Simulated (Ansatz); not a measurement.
```yaml
crystal:
  periodic: [false, false, false]
  atoms:
    - {symbol: C, position_ang: [0.030453, 1.324515, -0.761385]}
    - {symbol: C, position_ang: [0.987242, 0.553641, -0.242709]}
    - {symbol: O, position_ang: [0.905024, -0.740894, 0.059842]}
    - {symbol: In, position_ang: [-0.742794, -1.615884, 0.822812]}
    - {symbol: H, position_ang: [-0.955491, 0.937701, -1.001918]}
    - {symbol: H, position_ang: [0.226457, 2.367068, -0.971049]}
    - {symbol: H, position_ang: [1.974282, 0.978128, -0.046496]}
    - {symbol: H, position_ang: [-0.580238, -3.300842, 0.650432]}
    - {symbol: H, position_ang: [-1.844935, -0.503433, 1.490461]}
basis:
  gaussian: {orbitals: def2-TZVPP}
total_charge: -1
magnetization: {spin_polarized: true, initial_magnetization: 1}
hamiltonian: {xc: {name: wB97X-D}}
output: {forces: true}
```

```sh
$ ansatz run in.yaml --threads 2 --pin off --events-out ev --progress --plain --max-ram 22528MiB --backend cpu
```

Shortened log:

```
Error: YAML parse error: error: line 17 column 19: hamiltonian.xc: no functional is named "wB97X-D"; the names, which are not case-sensitive, are SVWN5, SPW92, PBE, PBE0, PBEsol, revPBE, revPBE0, RPBE, rPW86-PBE, HSE06, wPBEh, LC-wPBE, HISS, HF, BLYP, B3LYP, B3LYP5, BHLYP, CAM-B3LYP, r2SCAN, r2SCANh, r2SCAN0, r2SCAN50, m-r2SCAN, B97, wB97, wB97X, wB97X-V, B97M-V, wB97M-V, B2PLYP, B2GP-PLYP, PBE0-DH, PBE-QIDH
15 | total_charge: -1
16 | magnetization: {spin_polarized: true, initial_magnetization: 1}
17 | hamiltonian: {xc: {name: wB97X-D}}
18 | output: {forces: true}
```

In this input the method's name isn't one that the program takes here. The program refused the input.
